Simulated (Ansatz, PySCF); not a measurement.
Energy difference R1 → 3 P1 + 2 P2, each structure at its B3LYP-D3(BJ)/def2-TZVP stationary point, reached from a drawn start (curvature not checked).
R1: C3S2 (SMILES S=C=C=C=S), charge 0, multiplicity 1.
P1: C atom, charge 0, multiplicity 3.
P2: S atom, charge 0, multiplicity 3.

P less R. No zero-point or thermal terms; singlets are restricted closed shells; open shells are unrestricted; no spin–orbit coupling.

Correlated levels freeze the cores.

Programs: Ansatz (a program for electronic structure); PySCF for M06-2X. Each number belongs to the level named beside it.

```csv
level,reaction energy (kcal/mol)
HF/cc-pV(D+d)Z,340.30
SVWN5/def2-TZVPP,695.58
M06-2X/def2-TZVPP,566.89
wB97X-V/def2-TZVPP,556.22
B2PLYP/def2-TZVPP,567.88
SCS-MP2/cc-pV(Q+d)Z,570.75
CCSD/cc-pV(D+d)Z,[?]
CCSD/cc-pV(T+d)Z,[?]
CCSD(T)/cc-pV(Q+d)Z,[?]
```

Task: Some entries are withheld; supply them.

Result: 
- CCSD/cc-pV(D+d)Z, reaction energy (kcal/mol): 481.83
- CCSD/cc-pV(T+d)Z, reaction energy (kcal/mol): 509.88
- CCSD(T)/cc-pV(Q+d)Z, reaction energy (kcal/mol): 550.56
